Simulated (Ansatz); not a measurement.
PtI2 was relaxed with r2SCAN-D4 (def2-TZVP) in Ansatz in these states: neutral quintet, neutral triplet. The geometries follow in no particular order.

In the def2 sets I, Pt take a core potential; there is no spin–orbit coupling.

A:

```xyz
3

Pt    0.0002    0.0000    0.0000
I     0.0006    1.5867   -1.8856
I    -0.0007   -1.5866    1.8856
```

B:

```xyz
3

Pt    0.2579   -0.5388    0.8959
I    -0.6801   -1.4849   -1.3443
I     0.4222    2.0236    0.4484
```

Task: Judge from the bond lengths which geometry belongs to which state (an estimate).

Result: A is the neutral triplet (Pt1–I3 2.464 Å, Pt1–I2 2.464 Å); B is the neutral quintet (Pt1–I3 2.606 Å, Pt1–I2 2.606 Å).

At PBE0-D4/def2-TZVP a triplet lies 3.19 eV below the neutral quintet. These are the stationary points nearest to one start from a short search; other shapes may lie lower in each state.
